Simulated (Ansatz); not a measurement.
Basis sets compared for Si(OMe)2 (C₂H₆O₂Si). Total charge 0; singlet. Geometry PBE-D4/def2-SVP. Ansatz on 4 threads of Arm Neoverse V1 on a shared host; times are rough, and most runs start from earlier orbitals.

```xyz
11

Si   -0.690   -0.165    0.069
O     0.101    1.322   -0.032
C    -0.561    2.571    0.013
H    -0.340    3.148   -0.910
H    -0.194    3.162    0.880
H    -1.669    2.477    0.105
O     0.687   -1.133   -0.050
C     0.661   -2.547   -0.023
H    -0.367   -2.964    0.092
H     1.280   -2.920    0.821
H     1.092   -2.951   -0.965
```

B3LYP takes the VWN-RPA correlation.

Binding counts from free atoms (Si triplet, O triplet, C triplet, H doublet) in the same basis, without a counterpoise term.

| level | functions | energy (Eh) | HOMO (eV) | LUMO (eV) | binding per atom (eV) | wall time |
| --- | --- | --- | --- | --- | --- | --- |
| HF/STO-3G | 35 | -511.6044 | -6.20 | 7.10 | 3.30 | 0.1 s |
| HF/6-31G | 61 | -517.7580 | -9.78 | 1.70 | 2.53 | 0.2 s |
| PBE-D4/def2-SVP | 104 | -519.1133 | -5.56 | -1.82 | 4.12 | 0.85 s |
| B3LYP-D4/6-31G | 61 | -519.6976 | -6.61 | -1.41 | 3.77 | 0.75 s |
| PBE0-D4/def2-SVP | 104 | -519.1479 | -6.81 | -1.04 | 4.02 | 0.95 s |

**Question.** Estimate the rows for PBE-D4/def2-TZVP (with forces), B3LYP-D4/def2-TZVP, PBE0-D4/def2-TZVP.

**Answer.** 
```csv
level,functions,energy (Eh),HOMO (eV),LUMO (eV),binding per atom (eV),wall time
PBE-D4/def2-TZVP (with forces),197,-519.4912,-5.70,-2.03,4.10,1.9 s
B3LYP-D4/def2-TZVP,197,-519.9411,-6.70,-1.43,4.02,2 s
PBE0-D4/def2-TZVP,197,-519.5226,-6.89,-1.24,4.00,2.1 s
```
